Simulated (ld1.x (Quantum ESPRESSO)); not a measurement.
# carbon: variants of one ultrasoft potential

Base potential:

| Property | Result |
| --- | --- |
| Element | carbon |
| Generator | ld1.x (Quantum ESPRESSO) 7.5 |
| Type | ultrasoft |
| Functional | Wu–Cohen |
| Relativity | scalar-relativistic |
| Frozen core | [He] |
| Valence charge | 4 |
| Reference configuration | 2s1 2p3 |
| Partial waves | 2s (bound): rcut 0.85, rcutus 1.05 bohr; 2s channel at 0.7 Ry: rcut 0.85, rcutus 1.05 bohr; 2p (bound): rcut 2.25, rcutus 2.35 bohr; 2p channel at 0.65 Ry: rcut 2.25, rcutus 2.35 bohr; 3d channel at -0.05 Ry: rcut 1.80, rcutus 2.40 bohr |
| Local potential | all-electron potential smoothed inside 2.10 bohr (lloc = -1) |
| Core correction | none |
| Augmentation charge | built from norm-conserving waves at rcut, not smoothed further |

All-electron outer shells of the reference configuration (Wu–Cohen, scalar-relativistic, ld1.x):

| shell | level (eV) | outermost node (bohr) | outermost maximum (bohr) |
| --- | --- | --- | --- |
| 1s | -273.70 | – | 0.17 |
| 2s | -14.12 | 0.38 | 1.22 |
| 2p | -5.67 | – | 1.20 |

Cutoffs, loose and tight: the cutoffs (Ry, on a coarse ladder) from which the occupation-weighted sum of valence levels, in a spherical-Bessel basis at the reference potential, stays within 10 and 1 mRy of its value at 400 Ry. They do not see the model core or the augmentation charge, which bear on the density cutoff. Test errors are all-electron minus pseudo excitation energies from the reference, over the configurations 2s2 2p2; 2s2 2p1; 2s2 2p0; 2s1 2p0; 2s0 2p4; 2s1 2p2; 2s2 2p2.3. A dash means not determined; rows that change the core or the reference have their own tests. The largest error is taken over the tests solved by every variant that gives reliable tests at all: 2s0 2p4; 2s1 2p0; 2s2 2p0; 2s2 2p2; 2s2 2p2.3.

Cutoffs are not given where the Bessel-basis levels miss the radial ones by over 6 mRy, ghosts where they miss by over 20 mRy; a channel whose overlap is not positive is not tested.

```tsv
change	outcome	bound ghosts	largest test error (meV)
base	generated	not determined	+1159
core correction a·sin(br)/r model core inside 0.42 bohr	generated	not determined	+1117
core correction a·sin(br)/r model core inside 0.50 bohr	generated	not determined	+1119
core correction a·sin(br)/r model core inside 0.62 bohr	generated	not determined	+1110
core correction a·sin(br)/r model core inside 0.74 bohr	generated	not determined	+1074
core correction a·sin(br)/r model core inside 0.82 bohr	generated	not determined	+1078
core correction a·sin(br)/r model core inside 0.94 bohr	generated	not determined	+1115
core correction a·sin(br)/r model core inside 1.02 bohr	generated	not determined	+1130
core correction a·sin(br)/r model core inside 1.16 bohr	generated	not determined	+1148
core correction a·sin(br)/r model core inside 1.26 bohr	generated	not determined	+1154
```
